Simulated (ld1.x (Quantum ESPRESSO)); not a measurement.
# Logarithmic derivatives: Pm (Z = 61), TM

```
Element                 : Pm (Z = 61)
Generator               : ld1.x (Quantum ESPRESSO) 7.5
Type                    : norm-conserving Troullier–Martins (Kleinman–Bylander form)
Functional              : PBEsol
Relativity              : scalar-relativistic
Frozen core             : [Xe]
Valence charge          : 7
Reference configuration : 4f5 5d0 6s2 6p0
Partial waves           : 6s (bound): rc 3.40 bohr; 6p (bound, empty): rc 4.10 bohr; 4f (bound): rc 0.95 bohr; 5d (bound, empty): rc 3.60 bohr
Local potential         : the d channel
Core correction         : Bessel-smoothed model core, default radius (core density twice the valence density)
```

The phase is arctan(r·u′/u) with u = r·R(r), unwrapped; energies in Ry, scanned from -2 to 5 Ry. A pole is an energy at which the radial function vanishes at the test radius. The pseudo phase is shifted by a multiple of π to meet the all-electron one at the reference energy, and phase errors are pseudo minus all-electron; the curves can meet again beyond the range given. Levels narrower than the energy grid can be missing from the lists of poles. Where the grid stepped over a known ghost or core level, its pole and its step of π were put in at the level’s energy. n/a: not evaluated, since a narrow level or a reset projector energy made the automatic matching unsafe.

Q: For each channel, where are the poles, and over which energies does the pseudopotential scatter like the atom?

A:

```
channel  radius (bohr)  reference energy (Ry)  poles, all-electron      poles, pseudo  unbroken range about the reference energy with phases within 0.05 rad  phase error 1 Ry above the reference energy (rad)
      s           4.46                  -0.26           0.31, 3.27  -1.19, 0.31, 2.72                                                            -1.2 to 1.2                                             -0.006
      p           4.46                  -0.09           0.90, 4.06   0.04, 1.00, 3.76                                                                    n/a                                                n/a
      d           4.46                  -0.13           0.04, 2.07         0.04, 2.13                                                              below 0.7                                             +0.141
      f           4.46                  -0.16    -0.15, 1.51, 3.94  -0.15, 1.55, 4.22                                                              below 0.6                                             +0.043
```

Note: ghost state, extra bound levels that the all-electron valence spectrum of the same l lacks: s at -16.2 eV. A true bound ghost makes a file unfit for plane-wave use.

Phases in the s channel:

```
E (Ry)  all-electron  pseudo
 -2.00         1.391   4.532
 -1.76         1.375   4.515
 -1.52         1.353   4.492
 -1.28         1.322   4.455
 -1.04         1.274   1.279
 -0.80         1.183   1.185
 -0.56         0.945   0.946
 -0.32        -0.193  -0.193
 -0.08        -1.267  -1.267
  0.16        -1.501  -1.501
  0.40        -1.604  -1.605
  0.64        -1.677  -1.682
  0.88        -1.754  -1.766
  1.12        -1.869  -1.908
  1.36        -2.130  -2.336
  1.60        -3.121  -3.831
  1.84        -4.177  -4.401
  2.08        -4.451  -4.559
  2.32        -4.559  -4.635
  2.56        -4.619  -4.685
  2.80        -4.658  -4.726
  3.04        -4.688  -4.766
  3.28        -4.713  -4.817
  3.52        -4.736  -4.900
  3.76        -4.758  -5.124
  4.00        -4.783  -6.582
  4.24        -4.814  -7.529
  4.48        -4.855  -7.691
  4.72        -4.921  -7.757
  4.96        -5.060  -7.795
```
